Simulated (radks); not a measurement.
Results of a calculation; reference values are marked as such.
Ionisation of the ytterbium ion Yb+, [Xe] 4f14 6s1, to Yb2+, [Xe] 4f14, under several functionals. Dirac Kohn-Sham, spin-unpolarised, spherical densities, finite nucleus; a radial shooting solver on a logarithmic mesh with Libxc functionals. The NIST Atomic Spectra Database gives 12.179 eV (measured). Rank these functionals by the error of their Delta-SCF ionisation energy: revPBE; LDA (Slater exchange, VWN5 correlation); PBE; Wu-Cohen GGA; exchange-only PBE; PBEsol; XLYP.

Answer. From best to worst: PBEsol 12.128 eV (-0.051); revPBE 12.113 eV (-0.066); PBE 12.246 eV (+0.067); Wu-Cohen GGA 12.069 eV (-0.110); LDA (Slater exchange, VWN5 correlation) 12.457 eV (+0.278); exchange-only PBE 11.897 eV (-0.282); XLYP 12.482 eV (+0.303). Spin polarisation and multiplet splitting are left out, so open shells lie too high by an amount that depends on their filling.

Beside tabulated values, note that spin-unpolarised runs miss the spin-polarisation part of the exchange energy of open shells.
